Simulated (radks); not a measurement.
The numbers below are computed, except where a source is named.
Effect of the nuclear size on neutral gadolinium, [Xe] 4f7 5d1 6s2. Code: a radial shooting solver on a logarithmic mesh with Libxc functionals. Model: Dirac Kohn-Sham, LDA (Slater exchange, Perdew-Wang correlation), spin-unpolarised, spherical densities, finite nucleus; open shells fill j = l - 1/2 first; Fermi nuclear charge, rms radius 5.1569 fm. The rms radius is varied about that value; shifts are against it.

rms radius (fm),total energy shift (eV),density at nucleus (e/bohr^3),1s1/2 shift (meV),2s1/2 shift (meV),5p1/2 shift (meV),6s1/2 shift (meV),5d3/2 shift (meV),6p1/2 (empty) shift (meV)
4.2802,-6.57,6.564e+05,-2710,-349,0.342,-0.155,0.228,0.096
4.997,-1.27,6.31e+05,-522,-67.2,0.066,-0.030,0.044,0.019
5.1569,0,6.26e+05,0.000,0.000,0.000,0.000,0.000,0.000
5.6623,4.20,6.112e+05,1730,223,-0.218,0.099,-0.146,-0.062
5.8531,5.86,6.061e+05,2420,311,-0.304,0.138,-0.203,-0.086

Slopes of the eigenvalues against <r^2> in GHz/fm^2, as finite differences over the two radii next to the reference (eigenvalue slopes, not the field-shift constants of lines): 1s1/2 76800, 2s1/2 9890, 5p1/2 -9.68, 6s1/2 4.38, 5d3/2 -6.47, 6p1/2 (empty) -2.73.
